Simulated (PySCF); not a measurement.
Basis and Hamiltonian dependence of the excitation energy of Ne²⁺

Ne²⁺ [He] 2s2 2p4 (3P) → Ne²⁺ [He] 2s2 2p3 3d1 (5D). All values are computed (PySCF 2.14, energy differences of UHF-based or UKS calculations, no spin-orbit coupling). Values in eV.

```csv
basis,Hamiltonian,functions,UHF,LDA,PBE0,MP2 (valence),CCSD(T) (valence),CCSD(T) (valence and next inner shell)
aug-cc-pVDZ,non-relativistic,23,60.911,61.010,61.292,61.533,61.435,n/a
aug-cc-pwCVDZ,non-relativistic,27,60.856,60.944,61.213,61.543,61.441,61.461
aug-cc-pVTZ,non-relativistic,46,52.869,53.070,53.336,53.726,53.712,n/a
aug-cc-pCVTZ-DK,spin-free X2C,59,52.841,53.067,53.325,53.731,53.719,53.757
def2-QZVPPD,non-relativistic,66,48.421,49.019,49.177,49.564,49.585,49.605
"x2c-QZVPPall with one added diffuse shell each of s, p, d, f type",spin-free X2C,73,49.436,49.913,50.093,50.469,50.470,50.490
"aug-cc-pCVTZ-DK with one added diffuse shell each of s, p, d, f type",spin-free X2C,75,47.727,48.463,48.601,48.762,48.775,48.812
dyall-acv3z,spin-free X2C,76,53.863,54.060,54.311,54.727,54.708,54.740
aug-cc-pwCVQZ,non-relativistic,109,49.896,50.345,50.523,50.964,n/a,n/a
aug-cc-pV5Z,non-relativistic,127,48.688,49.272,49.419,49.831,n/a,n/a
```

Q: Estimate the row for dyall-av3z (spin-free X2C, 71 functions).

A: From the rows with the same Hamiltonian and similar size; the calculation gives UHF 53.86; LDA 54.06; PBE0 54.31; MP2 (valence) 54.73; CCSD(T) (valence) 54.71 (eV).

Frozen in the all-electron rows: valence: 1s2; valence and next inner shell: nothing.

At UHF, aug-cc-pVDZ, aug-cc-pwCVDZ, aug-cc-pVTZ, def2-QZVPPD, dyall-av3z, x2c-QZVPPall with one added diffuse shell each of s, p, d, f type, aug-cc-pCVTZ-DK with one added diffuse shell each of s, p, d, f type, dyall-acv3z, aug-cc-pwCVQZ, aug-cc-pV5Z lie more than 0.3 eV from the median of the rows with comparable relativity. Of these, def2-QZVPPD has no diffuse functions of the l that the added or promoted electron needs.
